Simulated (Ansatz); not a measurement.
CH₉BGeSi (`B[SiH2][CH2][GeH3]`), relaxed with RKS PBE-D4/def2-SVP in Ansatz from a rough embedded geometry. The force threshold is 0.03 eV/Å; the program also tests the step.

The species carries charge 0 and has multiplicity 1.

Start:

```xyz
13

B     0.454    0.611   -2.464
Si   -0.485    0.466   -0.836
C     0.613   -0.335    0.404
Ge   -0.332   -0.629    2.102
H    -0.078    1.152   -3.446
H     1.591    0.260   -2.622
H    -1.681   -0.384   -1.043
H    -0.870    1.750   -0.356
H     1.574    0.250    0.589
H     0.939   -1.369    0.061
H    -1.585   -1.405    1.886
H    -0.729    0.830    2.623
H     0.588   -1.198    3.102
```

(1) By how much does the energy fall, and how many steps does the optimiser take? (An estimate is asked.)

(2) Which bonds change most? (Best estimate.)

(3) Give the relaxed structure. (Estimate.)

## Answers

(1) Ansatz gave: 0.51 eV, in 4 steps.

(2) Ansatz gave: B1–Si2 from 1.885 to 2.017 Å; Si2–H8 from 1.424 to 1.514 Å; Ge4–H13 from 1.473 to 1.554 Å; Ge4–H11 from 1.490 to 1.552 Å.

(3) Computed: 
```xyz
13

B     0.495    0.675   -2.661
Si   -0.423    0.444   -0.881
C     0.605   -0.377    0.487
Ge   -0.331   -0.591    2.211
H    -0.098    1.212   -3.579
H     1.632    0.297   -2.878
H    -1.682   -0.365   -1.118
H    -0.895    1.805   -0.412
H     1.524    0.221    0.662
H     0.933   -1.380    0.143
H    -1.600   -1.463    2.017
H    -0.758    0.799    2.756
H     0.596   -1.277    3.253
```
